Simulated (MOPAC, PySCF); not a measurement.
Bond stretch in SMILES F[SiH3] (H₃FSi). The Si1–F5 bond (Si1 also carries H, H, H; F5 carries nothing else) is varied alone, starting from the PBE0/def2-TZVP optimised geometry.

- UKS-B3LYP/6-31G* = unrestricted B3LYP/6-31G*, spherical d (PySCF)
- RKS-M06-2X/6-31G* = restricted M06-2X/6-31G*, spherical d (PySCF)
- PM7, restricted, heats of formation (MOPAC)
- UCCSD(T) = CCSD(T) on UHF/6-31G, 6 core orbitals frozen in PySCF

Energies relative to the lowest point of each curve near equilibrium, in kJ/mol; the last columns give the difference from UCCSD(T):

```tsv
R / Å	UKS-B3LYP/6-31G*	RKS-M06-2X/6-31G*	PM7	UCCSD(T)	UKS-B3LYP/6-31G* − UCCSD(T)	RKS-M06-2X/6-31G* − UCCSD(T)	PM7 − UCCSD(T)
1.28	368.8	365.4	222.5	546.3	-177.5	-181.0	-323.8
1.36	179.8	176.2	106.0	307.7	-127.9	-131.5	-201.7
1.42	92.9	89.8	50.7	188.2	-95.3	-98.4	-137.5
1.52	18.1	16.3	5.3	67.4	-49.4	-51.1	-62.1
1.56	5.5	4.5	0.0	39.3	-33.8	-34.8	-39.3
1.60	0.1	0.0	0.5	19.8	-19.7	-19.8	-19.3
1.63	0.0	0.6	4.2	10.0	-10.0	-9.4	-5.8
1.70	9.7	12.4	21.7	0.0	9.7	12.4	21.7
1.74	20.1	24.2	36.3	0.8	19.4	23.4	35.5
1.86	64.7	73.5	93.3	22.4	42.3	51.2	71.0
2.00	129.4	144.9	173.1	69.2	60.2	75.7	104.0
2.15	202.0	225.3	261.3	129.6	72.4	95.7	131.7
2.40	315.0	351.7	393.8	234.1	80.9	117.7	159.7
2.62	400.0	447.8	487.0	311.5	88.5	136.3	175.5
2.91	479.6	550.6	578.4	387.8	91.8	162.8	190.6
3.18	523.4	625.0	639.3	434.6	88.7	190.4	204.7
3.56	559.7	703.3	699.7	461.3	98.4	242.0	238.3
3.95	580.3	760.4	742.5	467.9	112.4	292.5	274.6
4.35	592.1	801.4	774.0	469.8	122.3	331.6	304.2
4.83	599.6	834.2	802.0	470.7	128.9	363.6	331.3
5.59	604.5	864.5	833.5	470.8	133.7	393.6	362.7
```

UKS-B3LYP/6-31G* is furthest from UCCSD(T) at 1.28 (-177.5 kJ/mol, below); its mean absolute difference over the points is 79.2 kJ/mol.

RKS-M06-2X/6-31G* is furthest from UCCSD(T) at 5.59 (393.6 kJ/mol, above); its mean absolute difference over the points is 143.6 kJ/mol.

PM7 is furthest from UCCSD(T) at 5.59 (362.7 kJ/mol, above); its mean absolute difference over the points is 161.7 kJ/mol.

The unrestricted determinant behind UKS-B3LYP/6-31G* is spin-contaminated at 2.91 to 5.59 Å (<S²> up to 0.9, against 0.00 for a pure singlet). The restricted form behind RKS-M06-2X/6-31G*, PM7 keeps the bonding electrons paired and can't separate into open-shell fragments. The unrestricted determinant behind UCCSD(T) is spin-contaminated at 2.40 to 5.59 Å (<S²> up to 1.0, against 0.00 for a pure singlet).
